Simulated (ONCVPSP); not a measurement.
## Logarithmic derivatives: hydrogen, ONCV

* Element: hydrogen (H)
* Generator: ONCVPSP 4.0.1
* Type: optimised norm-conserving Vanderbilt (ONCV)
* Functional: PBE
* Relativity: fully relativistic
* Frozen core: none
* Valence charge: 1
* Reference configuration: 1s1
* Partial waves: 1s: rc 0.75 bohr, ncon 5, nbas 9, qcut 7.6 1/bohr, 1 projector
* Local potential: polynomial inside 0.50 bohr (lpopt 5, dvloc0 0 Ha)
* Core correction: none

Open shells are filled in proportion to 2j + 1.

The phase is arctan(r·R′/R) of the radial function R(r), unwrapped; energies in Ha, scanned from -2 to 5 Ha. A pole is an energy at which the radial function vanishes at the test radius. The pseudo phase is shifted by a multiple of π to meet the all-electron one at the reference energy, and phase errors are pseudo minus all-electron; the curves can meet again beyond the range given. Levels narrower than the energy grid can be missing from the lists of poles.

Task: For each channel, where are the poles, and over which energies does the pseudopotential scatter like the atom?

Result:

```csv
channel,radius (bohr),reference energy (Ha),"poles, all-electron","poles, pseudo",unbroken range about the reference energy with phases within 0.05 rad,phase error 1 Ha above the reference energy (rad)
s,0.76,-0.24,none,none,the whole range,+0.000
```

Phases in the s channel:

```
E (Ha)  all-electron  pseudo
 -1.98         0.095   0.095
 -1.62        -0.056  -0.056
 -1.26        -0.215  -0.215
 -0.90        -0.375  -0.374
 -0.54        -0.528  -0.528
 -0.18        -0.668  -0.668
  0.18        -0.794  -0.794
  0.54        -0.904  -0.904
  0.90        -1.000  -0.999
  1.26        -1.082  -1.082
  1.62        -1.153  -1.153
  1.98        -1.216  -1.215
  2.34        -1.270  -1.269
  2.70        -1.318  -1.317
  3.06        -1.361  -1.360
  3.42        -1.400  -1.399
  3.78        -1.436  -1.434
  4.14        -1.469  -1.466
  4.50        -1.499  -1.496
  4.86        -1.528  -1.525
```
